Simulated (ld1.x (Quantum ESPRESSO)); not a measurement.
# mercury: ultrasoft pseudisation with Wu–Cohen, scalar-relativistic reference atom.

```json
{
  "Element": "Hg (Z = 80)",
  "Generator": "ld1.x (Quantum ESPRESSO) 7.5",
  "Type": "ultrasoft",
  "Functional": "Wu–Cohen",
  "Relativity": "scalar-relativistic",
  "Frozen core": "[Kr] 4d10 4f14 5s2",
  "Valence charge": "18",
  "Reference configuration": "5p6 5d10 6s0 6p0 (charge +2)",
  "Partial waves": "6s (bound, empty): rcut 1.70, rcutus 2.35 bohr; 6s channel at -1.1 Ry: rcut 1.70, rcutus 2.35 bohr; 5p (bound): rcut 1.35, rcutus 1.50 bohr; 6p (bound, empty): rcut 1.35, rcutus 1.50 bohr; 5d (bound): rcut 1.20, rcutus 1.40 bohr; 5d channel at 1.95 Ry: rcut 1.20, rcutus 1.40 bohr",
  "Local potential": "all-electron potential smoothed inside 1.95 bohr (lloc = -1)",
  "Core correction": "none",
  "Augmentation charge": "built from norm-conserving waves at rcut, not smoothed further"
}
```

Poles of the logarithmic derivatives, all-electron (AE) and pseudo (PS). s: poles at 0.0 (AE) and -0.5, 0.1 (PS) Ry. p: poles at -6.3, 1.9 (AE) and -6.3, -3.4, 3.4 (PS) Ry. d: poles at -1.8, 4.9 (AE) and -1.8, 4.9 (PS) Ry. Test radius 2.55 bohr.

- Configuration tests: 1 of 7 tests not solved or not reliable
- Lowest eigenvalue of the overlap operator: 0.24 (p channel)

A Bessel basis up to 400 Ry misses an occupied level by 1.05 Ry, so cutoffs and ghosts were not judged.
